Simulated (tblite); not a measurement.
C₅H₁₄OP₂.
Geometry (GFN2-xTB, Å), atoms numbered from 1 in this order:
```xyz
22
C5H14OP2 angstrom
C     -1.2632   -0.4369   -1.4677
C     -0.7797    0.0856   -0.1204
C     -1.1453   -0.8780    0.9970
C     -1.3177    1.4871    0.1322
P      1.0763    0.2229   -0.2926
C      1.7585    0.5894    1.3770
O      1.5059    1.2060   -1.3006
P      1.7606   -1.8216   -0.7341
H     -0.8817   -1.4456   -1.6421
H     -2.3513   -0.4690   -1.5052
H     -0.9051    0.2136   -2.2649
H     -2.2145   -1.0842    0.9792
H     -0.6131   -1.8221    0.8714
H     -0.8949   -0.4623    1.9708
H     -2.4054    1.4956    0.0753
H     -1.0235    1.8482    1.1165
H     -0.9232    2.1710   -0.6177
H      1.3229    1.5177    1.7407
H      2.8303    0.7376    1.2499
H      1.5764   -0.2181    2.0798
H      3.0760   -1.4003   -0.5572
H      1.8010   -1.5172   -2.0883
```

Level: GFN2-xTB in tblite, geometry and Hessian alike; calculated harmonic values, unscaled, isolated species. This tight-binding method is rough: wavenumbers can miss measured ones by several per cent, in bad cases by 10 to 20. Modes of hydrogen on phosphorus can be 10 to 20 % off. One conformer, not necessarily the lowest.

Harmonic wavenumbers (cm⁻¹): 55.5, 112.8, 140.5, 156.4, 178.3, 182.7, 209.4, 222.5, 233.9, 261.7, 269.9, 293.3, 307.4, 364.2, 387.7, 403.0, 490.4, 618.0, 689.6, 734.9, 753.2, 829.1, 842.1, 855.9, 961.2, 968.4, 971.5, 1021.2, 1025.5, 1113.0, 1202.1, 1233.1, 1240.6, 1248.0, 1301.4, 1397.8, 1401.6, 1418.9, 1423.6, 1437.7, 1478.4, 1481.3, 1483.4, 1495.5, 1497.5, 1500.1, 2284.5, 2348.3, 2971.3, 2989.5, 2997.7, 3006.2, 3008.0, 3009.6, 3015.2, 3017.1, 3018.0, 3025.2, 3029.9, 3034.4.

A = 1732, B = 1197, C = 1062 MHz; mass 152.052 u (most abundant isotopes); point group C1, symmetry number 1.

What is the zero-point energy?

Half the sum of the wavenumbers: 39325 cm⁻¹ = 470.42 kJ/mol.

Entropy at 500 K, 1 bar (ideal gas, RRHO, classical rotation)?

Translation 182.26, rotation 129.33, vibration 255.08: S = 566.7 J/(mol K).

And Cp and H(500 K) − H(0)?

Cp = 276.09 J/(mol K), of which vibrations give 242.83 (their classical limit is 60 R = 498.9); H(500 K) − H(0) = 82.95 kJ/mol without the zero-point energy, 66.33 from vibrations.

Which modes carry the vibrational entropy at 500 K?

55.5 cm⁻¹: 23.58; 112.8 cm⁻¹: 17.71; 140.5 cm⁻¹: 15.90; 156.4 cm⁻¹: 15.02; 178.3 cm⁻¹: 13.95; 182.7 cm⁻¹: 13.76 J/(mol K); the other 54 give 155.17 together.

How do the functions run with temperature in this model?

```csv
T (K),S (J/(mol K)),Cp (J/(mol K)),H − H(0) (kJ/mol),G − H(0) (kJ/mol),ln q(vib)
100,293.5,93.9,5.67,-23.68,1.44
200,377.4,150.4,18.10,-57.38,4.69
300,447.0,195.8,35.43,-98.68,8.13
800,715.8,358.6,179.13,-393.54,23.81
1000,800.1,396.1,254.78,-545.30,29.34
```

q(vib) and H(0) count from the zero-point level.

What must be added to the electronic energy to get the Gibbs energy at 500 K and 1 bar?

ZPE + [H(500 K) − H(0)] − T·S = 470.42 + 82.95 − 283.34 = 270.03 kJ/mol.

Hindered rotation and anharmonicity are outside this model. Other conformers, if any are populated, would add a mixing term that is left out. The structure is chiral; the term R ln 2 for an equal mix with its mirror image is left out.
